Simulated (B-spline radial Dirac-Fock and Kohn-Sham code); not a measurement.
## Diagram lines of Tc⁴⁺

System: Tc⁴⁺, [Kr] 4d3, inside a Watson sphere of charge -4 and radius 3 Å (a model of the Madelung potential; inside it an electron's potential energy is raised by 19.2 eV).

Input file task.json (cfg lists n, l and occupation; rrms is the nuclear radius in fm):

```json
{"items": [{
  "Z": 43,
  "q": 4,
  "cfg": [[1, 0, 2], [2, 0, 2], [2, 1, 6], [3, 0, 2], [3, 1, 6], [3, 2, 10], [4, 0, 2], [4, 1, 6], [4, 2, 3]],
  "A": 97,
  "rrms": 4.4112,
  "watson": [-4, 3.0],
  "do": ["binding"]
}]}
```

Run with: `python xray_run.py task.json out`

Model: ΔSCF Dirac-Fock with Breit, self-energy and vacuum polarisation, finite nucleus, configuration average. Program: a radial B-spline solver. A line energy is the difference of two single-hole energies; the list is a selection of electric-dipole transitions between resolved j subshells. No correlation.

```
        line  energy (keV)  wavelength (Å)
 Kβ2' (K-N3)        21.009         0.59015
Kβ2'' (K-N2)        21.006         0.59024
  Kβ1 (K-M3)        20.615         0.60143
  Kβ3 (K-M2)        20.595         0.60202
  Kα1 (K-L3)        18.365         0.67510
  Kα2 (K-L2)        18.249         0.67941
 Lγ3 (L1-N3)        3.0142          4.1133
 Lγ2 (L1-N2)        3.0111          4.1176
 Lγ5 (L2-N1)        2.7250          4.5499
 Lβ3 (L1-M3)        2.6200          4.7322
 Lβ6 (L3-N1)        2.6085          4.7530
 Lβ4 (L1-M2)        2.6000          4.7687
 Lβ1 (L2-M4)        2.5390          4.8832
 Lα1 (L3-M5)        2.4262          5.1103
 Lα2 (L3-M4)        2.4225          5.1180
  Lη (L2-M1)        2.2479          5.5157
  Lℓ (L3-M1)        2.1314          5.8171
 Mζ2 (M4-N2)        0.2181          56.842
 Mζ1 (M5-N3)        0.2176          56.982
```

Values without a named source are computed, but for edge energies of neutral atoms, which are taken from tables.
